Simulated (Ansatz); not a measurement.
A made-up structure of ZnBNH₂, singlet:

```
atom    x (Å)    y (Å)    z (Å)
  B1  -1.4548  -0.3092  -0.3886
  N2  -0.2724  -0.0583  -0.0734
 Zn3   1.4284   0.3034   0.3813
  H4  -0.0788  -0.2620   0.9071
  H5   2.8645   0.6089   0.7654
```

It is relaxed with PBE-D4/def2-SVP and then PBE0-D4/def2-TZVP (Ansatz 0.2.0). Atoms count as bonded within 1.22 times the sum of their covalent radii (H–H: 0.88 Å). The end point is not checked to be a true minimum.

Problem. Does its bonding change? (Judge from chemistry; the calculation decides.)

Solution. Computed: Yes. Formed: B1–Zn3; broken: N2–Zn3, Zn3–H4.

Where it ends: The first stage lowers the energy by 3.05 eV in 23 steps. It ends as ZnBNH₂ ([NH][B][ZnH]):
| atom | x (Å) | y (Å) | z (Å) |
| --- | --- | --- | --- |
| B1 | 0.1096 | -0.0788 | 0.4151 |
| N2 | -1.0313 | -0.4767 | 0.6993 |
| Zn3 | 1.9667 | 0.5693 | -0.0484 |
| H4 | -1.9432 | -0.7953 | 0.9283 |
| H5 | 3.3850 | 1.0644 | -0.4025 |

Labels in which every atom is bracketed show which atoms are joined, not bond orders.

For scale, one of the runs: PBE0-D4/def2-TZVP relaxation, 122 basis functions, launched by `ansatz run in.yaml --threads 2 --pin off --events-out ev --progress --plain --max-ram 4352MiB`. Hardware: 2 CPU threads of an Arm Neoverse V1, shared host. Wall time about 11 s.
